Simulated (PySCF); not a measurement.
In(Br)(Me)(OH) (CH₄BrInO), SMILES [CH3][In]([OH])[Br].

The structure is a stationary point at B3LYP-D3(BJ)/def2-SVP. The def2 effective core potentials stand for the cores of In; spin–orbit coupling is left out. Other conformers were not sampled.

The numbers are results of PBE/def2-TZVP (PySCF), not measurements.

The molecule is in vacuum.

Computed frontier levels, gap, dipole moment and polarisability:
```yaml
highest_occupied_level: -6.70 eV
lowest_empty_level: -2.43 eV
orbital_gap: 4.27 eV
dipole_moment: 2.22 D
quadrupole, principal values (traceless, Buckingham form, about the centre of nuclear charge): -11.54, 4.13, 7.42 D·Å
mean_static_polarisability: 76.8 bohr³ (11.37 Å³)
polarisability_principal_values: 53.6, 78.0, 98.6 bohr³
```
